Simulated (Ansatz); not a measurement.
Species: ZrH$_{3}$ (charge +1, singlet). The spin state was set by rule; other spins were not relaxed. 
Structure (B3LYP-D3(BJ)/def2-TZVP (Ansatz, a program for electronic structure) minimum search):
```
Zr
H 1 1.7929
H 1 1.7929 2 103.41
H 1 1.7929 2 103.41 3 -107.57
```
Charge +1, spin multiplicity 1.

Total electronic energies in hartree. Correlated levels leave the core frozen unless marked. No spin-orbit coupling. The frozen core is the preceding noble-gas configuration, with the filled d and f shells of earlier blocks. In def2 rows, elements after Kr have scalar-relativistic effective core potentials. STO-3G rows are all-electron and non-relativistic. CBS marks a two-point X^-3 extrapolation of the correlation energy; Hartree-Fock from the larger set. [CCSD(T)-MP2]/basis is that difference in the basis named.

| level | program | energy (Eh) |
|---|---|---|
| HF/STO-3G | Ansatz | -3504.67539 |
| HF/def2-SVP | Ansatz | -47.91415 |
| HF/def2-TZVPP | Ansatz | -47.93101 |
| RI-HF/def2-TZVPP | Ansatz | -47.93104 |
| RI-HF/def2-TZVPPD | Ansatz | -47.93126 |
| RI-HF/def2-QZVPPD | Ansatz | -47.93565 |
| SVWN5/def2-TZVPD | Ansatz | -48.29495 |
| PBE0/def2-SVP | Ansatz | -48.42887 |
| r2SCAN0-D4/def2-TZVPD | Ansatz + dftd4 | -48.44084 |
| CAM-B3LYP/def2-TZVPD | Ansatz | -48.41606 |
| LC-wPBE/def2-TZVPD | Ansatz | [?] |
| B2PLYP-D3(BJ)/def2-TZVPD | Ansatz + dftd3 | -48.29763 |
| RPA@PBE/def2-TZVPP | Ansatz | -48.15686 |
| MP2/CBS(def2-TZVPP,def2-QZVPP) | Ansatz | -48.0475 |
| MP2/CBS(def2-TZVPPD,def2-QZVPPD) | Ansatz | -48.0475 |
| RI-MP2/def2-QZVPPD | Ansatz | -48.04392 |
| SCS-MP2/def2-QZVPP | Ansatz | -48.05847 |
| CCSD/STO-3G | Ansatz | -3504.73481 |
| CCSD/def2-SVP | Ansatz | -48.02490 |
| CCSDT/def2-SVP | Ansatz | -48.02730 |
| RI-MP2/CBS(def2-TZVPPD,def2-QZVPPD)+[CCSD(T)-MP2]/def2-SVPD | Ansatz | -48.0755 |
| RI-MP2/CBS(def2-TZVPP,def2-QZVPP)+[CCSD(T)-MP2]/def2-TZVPP | Ansatz | -48.0741 |
| CCSD(T)/CBS(def2-TZVPPD,def2-QZVPPD) | Ansatz | -48.0717 |

Task: What belongs in the gaps?

Result: 
- LC-wPBE/def2-TZVPD, energy (Eh): -48.47205
